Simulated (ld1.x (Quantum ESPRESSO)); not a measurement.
Values are calculated unless marked as measured or tabulated.
Hardness and transferability of assorted potentials

Generated with ld1.x 7.5 (TM, RRKJ, ultrasoft, PAW), atompaw 4.2 or ONCVPSP 4.0.1. The cutoff is in Ry: for ld1.x and atompaw files where the sum of valence levels is converged to 10 mRy in a Bessel basis, for ONCV files where the hardest occupied wave has 1 mHa per electron of residual kinetic energy. The error is the largest all-electron minus pseudo excitation energy over each file’s own four to seven test configurations (ionisations up to +4, promotions, holes and added fractions of an electron), all of which were solved. The labels leave out finer settings (local radius, basis sizes, second energies), which also bear on the numbers. Spin-polarised tests are not counted. The rows are a selection from randomly drawn settings: files with unsolved tests, undetermined cutoffs or missed reference levels are left out.

```tsv
element	potential	cutoff (Ry)	largest error (meV)	bound ghosts
Cl	RRKJ, PBEsol, scalar-relativistic, rc 1.05/1.40 (sp), local s, core correction yes, reference 3s2 3p4	70	+68	none
Ag	TM semilocal, revPBE, scalar-relativistic, rc 2.20/1.65/1.45 (spd), local s, core correction yes, reference 4p6 4d10 5s1 5p0	70	-112	none
Ba	TM, LDA (PZ), scalar-relativistic, rc 1.95/2.75/2.35 (spd), local s, core correction yes, reference 5s2 5p6 5d0 6s0 6p0	35	+454	none
Tm	TM, LDA (PZ), scalar-relativistic, rc 1.65/1.75/3.10 (spd), local s, core correction yes, reference 5s2 5p6 5d0 6s0 6p0	55	+672	none
```

Task: Fill in the row for Cl: TM, revPBE, scalar-relativistic, rc 1.30/1.00 (sp), local smoothed, core correction yes, reference 3s2 3p4.

Result: cutoff 120 Ry, largest error +66 meV, bound ghosts: none.

Task: Fill in the row for Te: TM semilocal, Wu–Cohen, scalar-relativistic, rc 1.45/2.10/1.00 (spd), local p, core correction no, reference 4d10 5s2 5p4.

Result: cutoff 120 Ry, largest error -110 meV, bound ghosts: none.
